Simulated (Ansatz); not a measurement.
Wavefunction ladder for AlFH₆N₂Si (`N[SiH2][NH][AlH][F]`)

Z-matrix (Å, degrees):
```
Si
N 1 1.726
N 1 1.714 2 110.8
H 1 1.489 2 113.2 3 -116.2
H 1 1.488 2 104.3 3 125.1
Al 2 1.770 1 131.2 3 -128.7
H 2 1.014 1 113.4 3 52.0
H 3 1.007 1 119.8 2 -145.0
H 3 1.007 1 121.9 2 66.4
F 6 1.648 2 119.1 1 2.0
H 6 1.571 2 122.2 1 -178.7
```

Total charge 0; spin multiplicity 1. All single points use the PBE0-D4/def2-TZVP geometry. It is one conformer, not always the lowest. Frozen core, restricted reference, the Gaussian-basis code of Ansatz. CBS rows extrapolate triple and quadruple zeta; past MP2 they add the triple-zeta difference.

```json
{"basis": "def2-TZVPP", "HF (Eh)": "-742.98014", "MP2 corr.": "-0.87809", "CCSD corr.": "-0.91320", "(T)": "-0.03107", "CCSD(T) total": "-743.92441"}
{"basis": "def2-QZVPP", "HF (Eh)": "-743.00794", "MP2 corr.": "-0.94904", "CCSD corr.": "–", "(T)": "–", "CCSD(T) total": "–"}
{"basis": "CBS(def2)", "HF (Eh)": "-743.01177", "MP2 corr.": "-1.00160", "CCSD corr.": "-1.03671", "(T)": "as TZ", "CCSD(T) total": "-744.07955"}
```
